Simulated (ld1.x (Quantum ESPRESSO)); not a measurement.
# vanadium (V): one change to an ultrasoft potential, before and after

ld1.x (Quantum ESPRESSO) 7.5 input, shortened:

```
&input
   title='V', zed=23., rel=1, dft='PZ', iswitch=3,
   config='[Ar] 3d3 4s2 4p0'
 /
 &inputp
   pseudotype=3, tm=.true., lloc=-1, rcloc=2.60,
   nlcc=.true., new_core_ps=.true.
 /
6
4S  1  0   2.00   0.00  1.95  2.55  0.0
4S  1  0   0.00   0.10  1.95  2.55  0.0
4P  2  1   0.00   0.00  2.50  3.40  0.0
4P  2  1   0.00   4.00  2.50  3.40  0.0
3D  3  2   3.00   0.00  0.90  1.15  0.0
3D  3  2   0.00   0.45  0.90  1.15  0.0
 &test
   configts(1)='3d3 4s2 4p0'
 /
```

Change: core correction Bessel-smoothed model core inside 0.74 bohr.

Cutoffs: the cutoffs (Ry, on a coarse ladder) from which the occupation-weighted sum of valence levels, in a spherical-Bessel basis at the reference potential, stays within 10 and 1 mRy of its value at 400 Ry; they do not see the model core or the augmentation charge, which bear on the density cutoff. Errors are all-electron minus pseudo energies relative to the spin-unpolarised reference configuration.

Q: Predict the effect on cutoff, ghosts and configuration errors.

A: The potential gets neither clearly harder nor softer (70 Ry and 120 Ry → 70 Ry and 120 Ry); both files keep a bound ghost (p); of the 9 tests that both files solve, the error grows in 0 and shrinks in 2 by more than 15 % and 0.3 meV (median size 89.4 → 74.4 meV). The default core radius of the base comes out at 1.49 bohr. A model core, the more so a compact one, raises the density cutoff, which this test does not measure.

| quantity | base | changed |
| --- | --- | --- |
| cutoff, loose | 70 Ry | 70 Ry |
| cutoff, tight | 120 Ry | 120 Ry |
| bound ghosts | p | p |
| error for 3d3 4s1 4p0, meV [ΔE 7.94 eV] | -4.9 | -4.9 |
| error for 3d3 4s0 4p0, meV [ΔE 22.49 eV] | -31 | -31 |
| error for 3d2 4s0 4p0, meV [ΔE 51.64 eV] | -428 | -429 |
| error for 3d3.5 4s1.5 4p0, meV [ΔE 0.03 eV] | -37 | -37 |
| error for 3d3 4s1.5 4p0, meV [ΔE 3.18 eV] | -1.1 | -1.1 |
| error for 3d2 4s2 4p0, meV [ΔE 11.22 eV] | -303 | -304 |
| error for 3d4 4s1 4p0, meV [ΔE 0.54 eV] | -112 | -113 |
| error for 3d3 4s2 4p0 (spin-polarised), meV [ΔE -1.63 eV] | +89 | +74 |
| error for 3d3 4s1 4p0 (spin-polarised), meV [ΔE 5.57 eV] | +91 | +75 |
| s: phases at 3.70 bohr within 0.05 rad from the reference energy up to (Ry; the scan ends near 5) | 1.8 | 1.8 |
| p: phases at 3.70 bohr within 0.05 rad from the reference energy up to (Ry; the scan ends near 5) | 1.4 | 1.4 |
| d: phases at 3.70 bohr within 0.05 rad from the reference energy up to (Ry; the scan ends near 5) | 3.3 | 3.3 |
| lowest overlap eigenvalue by channel | s 0.41, p 0.24, d 1.00 | s 0.41, p 0.24, d 1.00 |

 A true bound ghost makes a file unfit for plane-wave use even where its test errors are small: the radial tests pick states by their node count and pass the ghost by.
